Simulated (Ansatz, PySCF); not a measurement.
Molecule: sum formula SnOBr (charge 0, doublet). It need not be the lowest isomer of its formula. 
Coordinates optimised at B3LYP-D3(BJ)/def2-TZVP (Ansatz, a program for electronic structure):
SMILES: [O]=[Sn][Br]
```xyz
3

Sn    -0.6358     0.4728    -0.5405
O     -1.6875    -1.2080    -0.4419
Br     1.2941    -0.3993     0.8732
```
Charge 0, spin multiplicity 2.

Property: atomisation energy (electronic, to ground-state atoms), in kcal/mol. Valence correlation only, unless marked. UHF or UKS for open shells. No spin-orbit coupling. Frozen are the shells of the preceding noble gas and the d and f shells that filled before the atom's block. Past Kr the def2 sets carry scalar-relativistic core potentials. STO-3G rows are all-electron and non-relativistic. The coupled-cluster limit lacks core correlation, which all-electron functionals hold. CBS marks a two-point X^-3 extrapolation of the correlation energy; Hartree-Fock from the larger set. [CCSD(T)-MP2]/basis is that difference in the basis named.

| level | program | atomisation energy (kcal/mol) |
|---|---|---|
| PBE/def2-TZVPD | Ansatz | 177.5 |
| PBE-D3(BJ)/def2-TZVPD | Ansatz + dftd3 | 179.1 |
| BP86/def2-TZVPD | PySCF | 176.4 |
| TPSS-D3(BJ)/def2-TZVPD | PySCF + dftd3 | 173.0 |
| M06-L/def2-TZVPD | PySCF | 171.2 |
| PBE0-D4/def2-TZVPD | Ansatz + dftd4 | 164.7 |
| PBE0/def2-TZVP | Ansatz | 162.8 |
| r2SCAN0/def2-TZVPD | Ansatz | [?] |
| LC-wPBE-D3(BJ)/def2-TZVPD | Ansatz + dftd3 | [?] |
| B2GP-PLYP-D3(BJ)/def2-TZVPD | Ansatz + dftd3 | 162.6 |
| B2PLYP-D4/def2-TZVPD | Ansatz + dftd4 | 162.6 |
| SCS-MP2/STO-3G | Ansatz | 145.8 |
| RI-MP2/CBS(def2-TZVPPD,def2-QZVPPD)+[CCSD(T)-MP2]/def2-TZVPPD | Ansatz | [?] |

Problem. Complete the blanks.

Solution. 
- r2SCAN0/def2-TZVPD, atomisation energy (kcal/mol): 158.9
- LC-wPBE-D3(BJ)/def2-TZVPD, atomisation energy (kcal/mol): 160.0
- RI-MP2/CBS(def2-TZVPPD,def2-QZVPPD)+[CCSD(T)-MP2]/def2-TZVPPD, atomisation energy (kcal/mol): 163.0
